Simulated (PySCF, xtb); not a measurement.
CHO₂, SMILES [O]C=O, multiplicity 2.

Harmonic wavenumbers (cm⁻¹) from GFN2-xTB in xtb at its own minimum, in rising order: 645, 778, 1009, 1217, 1794, 1980.

**Question.** What does PBE-D3(BJ)/def2-TZVP in PySCF give at its own minimum? (An estimate is asked for; the answer gives what the named calculation found.)

**Answer.** 658, 782, 815, 1176, 1698, 2288. Paired by order, the mean absolute difference is 109 cm⁻¹ and the zero-point energies are 10.6 and 10.6 kcal/mol.
